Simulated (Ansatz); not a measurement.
Total energies of `NB1CC1Br`.

Cartesian coordinates in Å:
```
N 1.612 -0.544 0.629
B 0.442 -0.027 0.130
C -0.410 0.457 -1.045
C -1.028 0.312 0.360
Br -2.303 -1.098 0.666
H 2.437 -0.677 0.069
H 1.706 -0.854 1.581
H -0.712 -0.266 -1.798
H -0.378 1.474 -1.427
H -1.366 1.225 0.834
```

The species carries charge 0 and has multiplicity 1. Correlated methods include outer-core shells of Br, which these sets cover unevenly. Scalar relativity is left out up to krypton. Geometry: relaxed with PBE0-D4/def2-TZVP. It is one conformer, not always the lowest. Basis def2-TZVPP, the Gaussian-basis code of Ansatz.

RPA on PBE orbitals: Hartree–Fock energy of these orbitals -2730.20704 Eh, correlation -1.44626 Eh (frozen core).

```tsv
functional	energy without D4 (Eh)	D4 term (kJ/mol)
LDA (SPW92)	-2728.02654	–
PBE	-2732.44617	-20.2
r2SCAN	-2732.93497	-5.0
B97M-V	-2732.59026	–
PBE0	-2732.55500	-17.1
r2SCAN0	-2732.91861	-5.8
HSE06 (plane-wave form)	-2732.55011	-15.9
BHLYP	-2732.94103	-24.7
CAM-B3LYP	-2733.08382	-17.4
LC-ωPBE	-2732.58400	–
ωB97X-V	-2732.76518	–
ωB97M-V	-2732.83208	–
B2PLYP	-2732.51919	–
PBE-QIDH	-2732.21965	–
```

Q: Give the same for revPBE, BLYP, B3LYP, r2SCANh. (An estimate is asked.)

A: Computed: 
| functional | energy without D4 (Eh) | D4 term (kJ/mol) |
| --- | --- | --- |
| revPBE | -2732.77796 | -62.4 |
| BLYP | -2732.99854 | -44.6 |
| B3LYP | -2733.08164 | -32.6 |
| r2SCANh | -2732.92797 | -5.3 |

B3LYP takes the VWN-RPA correlation (the form of Gaussian; ORCA's B3LYP/G). HSE06 is the plane-wave form, built on full-range PBE exchange. The double hybrids freeze the cores in their second-order part.

LC-ωPBE has ω = 0.4 bohr⁻¹.
